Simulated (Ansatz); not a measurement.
Wavefunction ladder for AlBrH₄N₂, SMILES `[NH2][Al]([NH2])[Br]`

```xyz
8

N    -1.387   -0.293   -0.720
Al   -0.060   -0.189    0.427
N     1.479    0.581    0.067
Br   -0.347   -1.093    2.477
H    -2.267   -0.734   -0.514
H    -1.384    0.069   -1.659
H     1.729    1.018   -0.804
H     2.238    0.641    0.725
```

Charge 0, multiplicity 1. Correlated methods include outer-core shells of Br, which these sets cover unevenly. Scalar relativity is left out up to krypton. All single points use the PBE0-D4/def2-TZVP geometry. It is one conformer, not always the lowest. Frozen core, restricted reference, Ansatz.

```tsv
basis	HF (Eh)	MP2 corr.	CCSD corr.	(T)	CCSD(T) total
def2-SVP	?	-0.63058	-0.65619	-0.01492	?
def2-TZVPP	?	-0.77813	-0.80095	?	?
def2-QZVPP	?	-1.13387	–	–	–
```

**Question.** Fill in the withheld values. (Best estimate.)

**Answer.** The calculation gave: def2-SVP HF (Eh): -2925.24368; def2-SVP CCSD(T) total: -2925.91479; def2-TZVPP HF (Eh): -2925.78565; def2-TZVPP (T): -0.02878; def2-TZVPP CCSD(T) total: -2926.61538; def2-QZVPP HF (Eh): -2925.84815.
